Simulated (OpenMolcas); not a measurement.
**Mn2+, Tc2+, Re2+: d5 down the group**

* Program: OpenMolcas 26.06
* Method: MS-CASPT2, IPEA 0.25 Eh, imaginary shift 0.1 Eh
* Basis: ANO-RCC-VTZP
* Scalar Hamiltonian: DKH2, point nucleus
* Spin-orbit coupling: RASSI with atomic mean-field integrals over the reference wave functions, term energies averaged over their components

Active space for each ion: 5 electrons in 5 orbitals (d); closed shells correlated by CASPT2: Mn2+ 3s 3p; Tc2+ 4s 4p; Re2+ 5s 5p.

Computed levels in cm-1 above 6S 5/2:

| Level | Mn2+ | Tc2+ | Re2+ |
| --- | --- | --- | --- |
| 4G 7/2 | 27920 | 20900 | 19160 |
| 4G 11/2 | 27930 | 20950 | 20000 |
| 4G 9/2 | 27930 | 20980 | 20470 |
| 4P 1/2 | 30710 | 23650 | 21530 |
| 4D 7/2 | 33540 | 24600 | 23520 |
| 4D 1/2 | 33580 | 25170 | 26200 |
| 2I 11/2 | 40820 | 30860 | 29020 |
| 2I 13/2 | 40860 | 31180 | 31310 |
| 2H 11/2 | 49150 | 38400 | 41530 |
| weight of 6S in the lowest level (%) | 100 | 99 | 91 |

Mixed levels, with the weight of the term that names them: Tc2+ 4P 1/2 (75 %), Re2+ 4G 7/2 (72 %), Re2+ 4P 1/2 (61 %), Re2+ 4D 7/2 (75 %), Re2+ 4D 1/2 (64 %).

Measured, with the error of the calculation in %. Measured levels: Mn2+ from Corliss and Sugar, J. Phys. Chem. Ref. Data 6, 1253 (1977); Re2+ from the list in Brasseur, Gamrath and Quinet, At. Data Nucl. Data Tables 157, 101636 (2024).

```
  Level          Mn2+           Re2+
 4G 7/2  26860 (+4.0)  16890 (+13.5)
4G 11/2  26824 (+4.1)  18020 (+11.0)
 4G 9/2                18346 (+11.6)
 4D 7/2  32307 (+3.8)  20453 (+15.0)
 4D 1/2  32369 (+3.8)               
2I 11/2  39174 (+4.2)  26170 (+10.9)
2I 13/2  39176 (+4.3)   28588 (+9.5)
2H 11/2  46671 (+5.3)
```

Without spin-orbit coupling 4G lies 27930, 20920, 19720 cm-1 above 6S in that order; the difference to the level 4G 7/2, of either sign, comes from spin-orbit coupling, which also lowers the zero.

CASPT2 does not keep the components of a term degenerate, so their means are used; among the terms shown or strongly mixed into the levels shown the widest spread is 590 cm-1 (4d5 4G, Tc2+). Blocks of more than 70 roots (2S+1 = 2 even) ran without multistate coupling. Levels of configurations with an s electron are missing; early in the row they begin among the upper levels of the d shell and mix with terms of their name (holds for Tc2+). Configurations with an s electron lie low in 5d ions of this charge, fall among these levels and mix in, so low-spin terms can stand far too high, up to twice their true height, and weights are not those of the real levels (holds for Re2+). Computed and measured levels are paired by configuration, term and J; levels that our copy of the source lacks, or whose pairing is in doubt (as where it misses far off the trend of its configuration), stay unpaired and out of the deviations. Only configurations of the active space appear.
